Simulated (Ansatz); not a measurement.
Abridged output of a molecular run in Ansatz:

```
Functional definition: HF
1627 factors; integrals over basis functions are off by at most 1.0e-3 eV
mean field evaluation 1: about -21181.1265 eV, gradient 5.6e1 eV
mean field evaluation 2: about -21181.3788 eV, gradient 5.7e1 eV
mean field evaluation 4: about -21187.1013 eV, gradient 3.2e0 eV
mean field evaluation 8: about -21187.1716 eV, gradient 4.2e-1 eV
mean field -21187.17200515 eV, -778.6142100083 hartree, gradient 4.2e-6 eV, S^2 0.000000; 0 other end points of the search recorded, 0 dependent functions left out
12 core orbitals not correlated: weight in the atoms' cores, before any rotation towards them, 1.000 or more for the frozen orbitals, at most 0.000 for the correlated occupied ones
reference -21187.17200515 eV, -778.6142100083 hartree; 21, 21 occupied and 208, 208 virtual orbitals, 1627 factors
second order -32.15330750 eV of doubles, -0.00000000 eV of singles
cycle   1  -31.59499443 eV  change    5.6e-1 eV  update   1.4e-1
cycle   2  -32.37519111 eV  change   -7.8e-1 eV  update   4.4e-2
cycle   3  -32.57607602 eV  change   -2.0e-1 eV  update   2.3e-2
cycle   4  -32.55434852 eV  change    2.2e-2 eV  update   5.2e-3
cycle   5  -32.54848235 eV  change    5.9e-3 eV  update   2.1e-3
cycle   6  -32.54995728 eV  change   -1.5e-3 eV  update   6.8e-4
cycle   7  -32.54992932 eV  change    2.8e-5 eV  update   2.4e-4
cycle   8  -32.54973900 eV  change    1.9e-4 eV  update   8.8e-5
cycle   9  -32.54975831 eV  change   -1.9e-5 eV  update   3.6e-5
perturbative correction -1.00381314 eV, -0.0368894525 hartree
Total energy: -21220.72557660 eV, -779.8472810156 hartree
```

Its atoms:

Z-matrix (Å, degrees):
```
Sn
F 1 1.900
O 1 1.916 2 106.4
F 1 1.900 2 103.9 3 112.2
H 1 1.682 2 112.5 3 -126.1
Si 3 1.647 1 137.4 2 53.3
H 6 1.485 3 108.8 1 122.9
H 6 1.485 3 108.9 1 -117.9
H 6 1.486 3 110.8 1 2.5
```

Which basis set was used?
A. cc-pV(Q+d)Z
B. def2-SVPD
C. cc-pV(D+d)Z
D. def2-TZVPP

D. It gives 241 functions.

Write the keys of the input that set method, charge and spin (a neutral closed shell needs none for the last two).


```yaml
correlation: {method: ccsd_t}
```
